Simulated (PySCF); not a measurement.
# HYS: breathing scan

These are results of PySCF, PBE0, basis Y def2-TZVP with ECP28, S def2-TZVP, H def2-TZVP (scalar-relativistic core potentials, no spin–orbit coupling, density fitting), not measurements.

Rigid scan from the singlet minimum (Y–H 1.980 Å, Y–S 2.283 Å; H–Y–S 110.7°). Coordinate: all bonds to the central atom scaled together. Energies in kJ/mol from the minimum.

Question: Predict the curve at 0.88, 0.92, 0.96, 1.00, 1.04, 1.08, 1.14, 1.22, 1.35.

Answer: 
```json
{"scale of all bonds to the centre": "0.88", "E (kJ/mol)": "140.2", "dipole size (D)": "6.87"}
{"scale of all bonds to the centre": "0.92", "E (kJ/mol)": "55.9", "dipole size (D)": "7.38"}
{"scale of all bonds to the centre": "0.96", "E (kJ/mol)": "12.6", "dipole size (D)": "7.83"}
{"scale of all bonds to the centre": "1.00", "E (kJ/mol)": "0.0", "dipole size (D)": "8.23"}
{"scale of all bonds to the centre": "1.04", "E (kJ/mol)": "10.2", "dipole size (D)": "8.59"}
{"scale of all bonds to the centre": "1.08", "E (kJ/mol)": "36.9", "dipole size (D)": "8.90"}
{"scale of all bonds to the centre": "1.14", "E (kJ/mol)": "97.5", "dipole size (D)": "9.29"}
{"scale of all bonds to the centre": "1.22", "E (kJ/mol)": "199.4", "dipole size (D)": "9.68"}
{"scale of all bonds to the centre": "1.35", "E (kJ/mol)": "378.2", "dipole size (D)": "9.98"}
```

At long bonds a restricted determinant can lie too high, and another spin state can fall below this curve.

Other isomers or separated fragments may lie lower.

The scan took 6.2 s on 2 threads of a shared Arm Neoverse V1 host; the process peaked at 0.79 GiB.
